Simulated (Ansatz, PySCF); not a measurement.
C4H6OSe, SMILES C=C=COC[SeH]. Atoms are numbered in the order given.

```xyz
12

C      3.9423     0.2504    -0.1887
C      2.7016    -0.1419    -0.3276
C      1.4672    -0.5732    -0.4548
O      0.5207     0.0869    -1.1941
C     -0.7935    -0.3478    -1.0519
Se    -1.6378     0.0444     0.7101
H      4.7224    -0.0368    -0.9055
H      4.2544     0.8877     0.6486
H      1.1435    -1.5077     0.0216
H     -0.8896    -1.4433    -1.1544
H     -1.3802     0.1464    -1.8342
H     -1.5751     1.5073     0.5266
```

The structure is a stationary point at B3LYP-D3(BJ)/def2-SVP. This is a generated structure with no PubChem entry under its InChIKey; it may be hypothetical. Other conformers were not sampled.

Two levels are set side by side: PBE-D3(BJ)/def2-SVP (Ansatz, a quantum-chemistry and plane-wave program) and B3LYP-D3(BJ)/def2-SVP (Ansatz). Each level has its own optimised geometry; the coordinates shown are those of the second. Frequencies come from the Hessian of PySCF at each geometry. Differences are taken from unrounded values.

| quantity | B3LYP-D3(BJ) | PBE-D3(BJ) | PBE-D3(BJ) minus B3LYP-D3(BJ) |
|---|---|---|---|
| mean bond length (Å) | 1.304 | 1.313 | 0.008 |
| bond C1–C2 (Å) | 1.309 | 1.316 | 0.008 |
| bond C2–C3 (Å) | 1.314 | 1.322 | 0.008 |
| bond C3–O4 (Å) | 1.370 | 1.379 | 0.008 |
| bond O4–C5 (Å) | 1.391 | 1.399 | 0.008 |
| bond C5–Se6 (Å) | 1.993 | 2.000 | 0.007 |
| bond C1–H7 (Å) | 1.098 | 1.106 | 0.008 |
| bond C1–H8 (Å) | 1.098 | 1.106 | 0.008 |
| bond C3–H9 (Å) | 1.098 | 1.108 | 0.010 |
| bond C5–H10 (Å) | 1.105 | 1.113 | 0.008 |
| bond C5–H11 (Å) | 1.096 | 1.104 | 0.008 |
| bond Se6–H12 (Å) | 1.476 | 1.485 | 0.010 |
| highest harmonic wavenumber (cm⁻¹) | 3176 | 3111 | -65 |
| mean harmonic wavenumber (cm⁻¹) | 1269 | 1233 | -36 |
| zero-point energy (kcal/mol) | 54.42 | 52.87 | -1.55 |

GGA bonds tend to be longer and softer than those of functionals with exact exchange. Differences between two approximate levels are no errors against the true value.
